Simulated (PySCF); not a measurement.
H₄F₂GeSSi (SMILES F[SiH](F)[S][GeH3]), singlet, at a GFN2-xTB geometry, with bond 6-1 at 1.4 times its length; CASCI(6,6)/STO-3G (PySCF).

The PySCF input:
```python
from pyscf import gto, scf, mcscf
import numpy

mol = gto.Mole()
mol.atom = '''
    Si    1.44254009    0.55165326   -0.30403947
    F     0.77778713    1.94994263    0.07867292
    F     2.84812725    0.60266800    0.43241299
    S     0.32585540   -1.03617002    0.54828523
    Ge   -1.66639224   -0.42795447   -0.19656277
    H     1.71096119    0.52039048   -2.29981737
    H    -2.08235239    0.90367422    0.34917154
    H    -1.65697557   -0.36068745   -1.69872864
    H    -2.61286649   -1.49568758    0.25337695
'''
mol.basis = 'sto-3g'
mol.verbose = 4
mol.build()

mf = scf.RHF(mol)
mf.kernel()
mc = mcscf.CASCI(mf, 6, 6)
mc.fix_spin_(ss=0.0)
mc.kernel()
occ = numpy.linalg.eigvalsh(mc.fcisolver.make_rdm1(mc.ci, mc.ncas, mc.nelecas))[::-1]
ss = mc.fcisolver.spin_square(mc.ci, mc.ncas, mc.nelecas)[0]
print('natural occupations', occ.round(4), ' <S^2>', round(ss, 4))
```

Q: What does PySCF print? Leave out banner, timings and long lists.

A: 
```
PySCF version 2.14.0

[INPUT] verbose = 4
[INPUT] num. atoms = 9
[INPUT] num. electrons = 84
[INPUT] charge = 0
[INPUT] spin (= nelec alpha-beta = 2S) = 0
[INPUT] symmetry False subgroup None
[INPUT] Mole.unit = angstrom
[INPUT] Symbol           X                Y                Z      unit          X                Y                Z       unit  Magmom
[INPUT]  1 Si     1.442540090000   0.551653260000  -0.304039470000 AA    2.726005693805   1.042473577123  -0.574551329358 Bohr   0.0
[INPUT]  2 F      0.777787130000   1.949942630000   0.078672920000 AA    1.469804658911   3.684857529314   0.148670272220 Bohr   0.0
[INPUT]  3 F      2.848127250000   0.602668000000   0.432412990000 AA    5.382180470411   1.138877464039   0.817142123804 Bohr   0.0
[INPUT]  4 S      0.325855400000  -1.036170020000   0.548285230000 AA    0.615777462211  -1.958077556285   1.036108922844 Bohr   0.0
[INPUT]  5 Ge    -1.666392240000  -0.427954470000  -0.196562770000 AA   -3.149024949700  -0.808716742083  -0.371449801586 Bohr   0.0
[INPUT]  6 H      1.710961190000   0.520390480000  -2.299817370000 AA    3.233248058860   0.983395485031  -4.346024965818 Bohr   0.0
[INPUT]  7 H     -2.082352390000   0.903674220000   0.349171540000 AA   -3.935075711933   1.707696781630   0.659838581093 Bohr   0.0
[INPUT]  8 H     -1.656975570000  -0.360687450000  -1.698728640000 AA   -3.131230022395  -0.681600497068  -3.210131889555 Bohr   0.0
[INPUT]  9 H     -2.612866490000  -1.495687580000   0.253376950000 AA   -4.937602066154  -2.826439894113   0.478813041778 Bohr   0.0

nuclear repulsion = 548.42507065326
number of shells = 28
number of NR pGTOs = 150
number of NR cGTOs = 50
basis = sto-3g
ecp = {}

******** <class 'pyscf.scf.hf.RHF'> ********
method = RHF
initial guess = minao
damping factor = 0
level_shift factor = 0
DIIS = <class 'pyscf.scf.diis.CDIIS'>
diis_start_cycle = 1
diis_space = 8
diis_damp = 0
SCF conv_tol = 1e-09
SCF conv_tol_grad = None
SCF max_cycles = 50
direct_scf = True
direct_scf_tol = 1e-13
Set gradient conv threshold to 3.16228e-05
Initial guess from minao.
init E= -2925.90419474505
  HOMO = -0.430723742588428  LUMO = -0.0776775268128686  gap/eV = 9.60688
cycle= 1 E= -2928.80710989612  delta_E= -2.9  |g|= 0.557  |ddm|= 3.49
  HOMO = -0.243082191951682  LUMO = 0.187861405729067  gap/eV = 11.72657
cycle= 2 E= -2928.94332283227  delta_E= -0.136  |g|= 0.104  |ddm|= 1.12
  HOMO = -0.265855460908424  LUMO = 0.243812555910418  gap/eV = 13.86877
cycle= 3 E= -2928.94838000852  delta_E= -0.00506  |g|= 0.0282  |ddm|= 0.189
  HOMO = -0.268290271732816  LUMO = 0.245162298324984  gap/eV = 13.97176
cycle= 4 E= -2928.94902027421  delta_E= -0.00064  |g|= 0.00724  |ddm|= 0.0796
  HOMO = -0.268485141007971  LUMO = 0.246375767681866  gap/eV = 14.01008
cycle= 5 E= -2928.94906723216  delta_E= -4.7e-05  |g|= 0.00106  |ddm|= 0.0252
  HOMO = -0.2682373599442  LUMO = 0.246468818053411  gap/eV = 14.00587
cycle= 6 E= -2928.94906812576  delta_E= -8.94e-07  |g|= 0.000173  |ddm|= 0.00325
  HOMO = -0.268288801609382  LUMO = 0.246445978825903  gap/eV = 14.00665
cycle= 7 E= -2928.94906815038  delta_E= -2.46e-08  |g|= 4.17e-05  |ddm|= 0.000539
  HOMO = -0.268269239827924  LUMO = 0.246440242307577  gap/eV = 14.00596
cycle= 8 E= -2928.94906815205  delta_E= -1.67e-09  |g|= 9.31e-06  |ddm|= 0.000155
  HOMO = -0.268270029635226  LUMO = 0.246439678256641  gap/eV = 14.00596
cycle= 9 E= -2928.94906815215  delta_E= -1.01e-10  |g|= 2.73e-06  |ddm|= 3.7e-05
  HOMO = -0.268269515608295  LUMO = 0.246439392662452  gap/eV = 14.00594
Extra cycle  E= -2928.94906815215  delta_E= 1.36e-12  |g|= 1.31e-06  |ddm|= 7.82e-06
converged SCF energy = -2928.94906815215

******** <class 'pyscf.mcscf.casci.CASCI'> ********
CAS (3e+3e, 6o), ncore = 39, nvir = 5
natorb = False
canonicalization = True
sorting_mo_energy = False
******** <class 'pyscf.fci.addons.SpinPenaltyFCISolver'> ********
max. cycles = 200
conv_tol = 1e-08
davidson only = True
linear dependence = 1e-12
level shift = 0.001
max iter space = 12
nroots = 1
pspace_size = 400
spin = None
Density matrix diagonal elements [1.97748755 1.96944689 1.96888884 0.06620652 0.01001605 0.00795414]
CASCI converged
CASCI E = -2928.98015360228  E(CI) = -6.28783368999439  S^2 = 0.0000000
natural occupations [1.9972 1.9886 1.9305 0.0686 0.0097 0.0054]  <S^2> 0.0
```
